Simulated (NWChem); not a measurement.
Species: Mg

Results from NWChem. B3LYP is NWChem's, with the RPA form of VWN correlation. GIAO values for the isolated, static molecule; σ is the absolute isotropic shielding.

| level | basis functions | σ Mg1 (ppm) |
|---|---|---|
| B3LYP/cc-pVDZ | 18 | 708.3 |
| B3LYP/cc-pVTZ | 34 | 708.0 |
| B3LYP/cc-pCVTZ | 59 | 708.7 |
| B3LYP/pcSseg-1 | 16 | 708.8 |
| B3LYP/pcSseg-2 | 28 | 709.0 |
